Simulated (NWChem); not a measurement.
Species: GeSiNH5, singlet; SMILES [NH2][Ge][SiH3]

```xyz
8

Ge    -0.4488    -0.6562     0.0000
N      1.2994    -1.1500     0.0000
H      1.5674    -2.1298     0.0000
H      2.1089    -0.5360     0.0000
Si     0.0755     1.7689     0.0000
H     -0.5101     2.4489     1.2035
H     -0.5101     2.4489    -1.2035
H      1.5538     2.0506     0.0000
```
Atoms are numbered in this order, from 1.

Computed with NWChem. Low-valent species are run as closed-shell singlets; no triplet was tried in these runs. All runs use the structure optimised with PBE0/def2-SVP.

Taking PBE0/def2-TZVPP as the yardstick, which of these has the fewest basis functions while keeping “dipole (D)” within 0.1 D of it: PBE0/def2-SVPD; PBE0/def2-SVP; PBE0/def2-TZVP?

PBE0/def2-SVPD.
| level | basis functions | dipole (D) |
|---|---|---|
| PBE0/def2-SVP | 89 | 2.14 |
| PBE0/def2-SVPD | 122 | 1.79 |
| PBE0/def2-TZVP | 146 | 1.86 |
| PBE0/def2-TZVPP | 191 | 1.84 |

The yardstick is one finite set, not the basis-set limit.
